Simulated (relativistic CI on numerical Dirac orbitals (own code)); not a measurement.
# One change at a time: Cr16+

Base calculation: Dirac-Coulomb-Breit CI, orbitals from a KLI potential per configuration, model QED (radiative potential, 1s self-energy scaled to tabulated hydrogen-like ionisation energies), unscaled Slater integrals.

Configurations in the expansion (outside the closed core 1s2): 2s2.2p4, 2s.2p5, 2p6, 2p5.3s, 2p5.3p, 2s2.2p3.3s, 2p5.3d, 2s2.2p3.3p, 2s2.2p3.3d, 2s.2p4.3s, 2s.2p4.3p, 2s.2p4.3d, 2s2.2p3.4s, 2s2.2p3.4p, 2s2.2p3.4d, 2s2.2p3.4f. Levels of other configurations are missing.

Variants: (1) QED terms removed; (2) non-relativistic limit. Shifts of the energy above 2s2.2p4 3P_2, in eV, for the lowest level and the first level of each name with at least 55 % of one term (blank where a level changes its place among those of its configuration and J or its character, or is not in the variant):

```tsv
Level	Base	Δ(1)	Δ(2)
2s2.2p4 3P_2	0.000	0.000	0.000
2s2.2p4 3P_0	7.186	-0.010	-7.186
2s2.2p4 3P_1	7.453	-0.020	-7.453
2s2.2p4 1D_2	17.021	-0.017	-5.403
2s2.2p4 1S_0	32.594	-0.017	-8.119
2s.2p5 3P°_2	101.590	+0.306	-9.321
2s.2p5 3P°_1	107.120	+0.294	-14.851
2s.2p5 3P°_0	110.795	+0.284	-18.527
2s.2p5 1P°_1	140.350	+0.299	-13.245
2p6 1S_0	237.654	+0.596	-20.427
2s2.2p3.3s 5S°_2	669.693	-0.097	-2.380
2s2.2p3.3s 3S°_1	675.982	-0.095	-2.046
2s2.2p3.3s 3D°_2	687.769	-0.094	-1.086
2s2.2p3.3s 3D°_1	687.779	-0.096	-1.096
2s2.2p3.3s 3D°_3	690.344	-0.106	-3.661
2s2.2p3.3s 1D°_2	692.744	-0.104	-2.754
2s2.2p3.3p 5P_1	695.920	-0.015	-3.163
2s2.2p3.3p 5P_2	696.318	-0.015	-3.561
2s2.2p3.3p 5P_3	697.871	-0.019	-5.114
2s2.2p3.3s 3P°_0	699.302	-0.096	-4.336
2s2.2p3.3s 3P°_1	700.088	-0.097	-5.122
2s2.2p3.3p 3P_1	702.142	-0.014	-3.448
```

At this charge energies of transitions that change n are usually good to better than 1 %, and those within a shell (Δn = 0) to a few per cent.

Ionisation energy from the two ground configurations alone: base 1185.64 eV. The NIST ASD value (semi-empirical) is 1188 eV.

LS names give the leading component of a level, which can be under half, so a name can repeat, a term be missing and a line seem to break the LS rules.
